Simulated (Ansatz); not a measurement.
`[AlH2][O][SnH2][SiH3]` + `O[SiH]1CN1` → `[SiH3][SnH3]` + `O[Si]1([O][AlH2])CN1`  (redistribution)

Calculated with Ansatz (gas phase, PBE0-D4/def2-TZVP geometries, no zero-point term in ΔE). CBS: MP2 limit from def2 TZ/QZ plus the TZ coupled-cluster correction, frozen cores. def2 core potentials past Kr. For Sn outer-core shells are correlated without core-valence functions, which leaves a few kJ/mol of doubt a bond. One conformer a species, not always the lowest.

`[AlH2][O][SnH2][SiH3]`:

Cartesian coordinates in Å:
```
Al -1.036 -2.172 0.700
O -1.546 -0.739 -0.016
Sn -0.863 0.995 -0.628
Si 1.647 1.073 -0.082
H 0.503 -2.331 1.065
H -2.104 -3.304 0.982
H -1.215 1.046 -2.301
H -1.796 2.158 0.208
H 1.847 0.902 1.380
H 2.209 2.385 -0.500
H 2.354 -0.013 -0.809
```

`O[SiH]1CN1`:

```xyz
9

O     1.722    1.182   -0.289
Si    0.540    0.092   -0.570
C    -0.467   -0.806    0.657
N    -1.035    0.409   -0.038
H     1.613    1.745    0.480
H     0.841   -0.502   -1.884
H    -0.380   -0.697    1.736
H    -0.888   -1.771    0.373
H    -1.945    0.349   -0.464
```

`[SiH3][SnH3]`:

Cartesian coordinates in Å:
```
Si 0.154 -0.149 -1.297
Sn -0.147 0.141 1.229
H 1.440 0.457 -1.733
H -0.958 0.515 -2.027
H 0.163 -1.593 -1.649
H 1.118 -0.627 2.080
H -1.626 -0.539 1.744
H -0.145 1.795 1.653
```

`O[Si]1([O][AlH2])CN1`:

```xyz
12

O     0.055    2.236   -0.736
Si   -0.017    0.731   -0.110
O     0.399   -0.334   -1.250
Al    0.480   -2.014   -1.507
C     0.134    0.492    1.677
N    -1.223    0.301    0.980
H     0.401    2.301   -1.627
H     0.917   -2.951   -0.316
H     0.170   -2.510   -2.972
H     0.493   -0.399    2.188
H     0.217    1.384    2.299
H    -2.026    0.764    1.374
```

```csv
species,CCSD(T)/CBS(def2) energy (Eh)
`[AlH2][O][SnH2][SiH3]`,-824.54542
`O[SiH]1CN1`,-460.03264
`[SiH3][SnH3]`,-506.68362
`O[Si]1([O][AlH2])CN1`,-777.92919
```

Work out ΔE.

ΔE = (-506.68362) + (-777.92919) − (-824.54542) − (-460.03264) = -0.03475 Eh = -0.95 eV.

Largest T1 diagnostic among the species: 0.014.

From PBE to PBE0 (25 % exact exchange), in def2-TZVPP and without D4, ΔE moves by −0.11 eV. In def2-TZVPP, CCSD(T) changes the Hartree–Fock value by +0.12 eV (the triples alone add +0.04 eV) and MP2 by +0.14 eV.
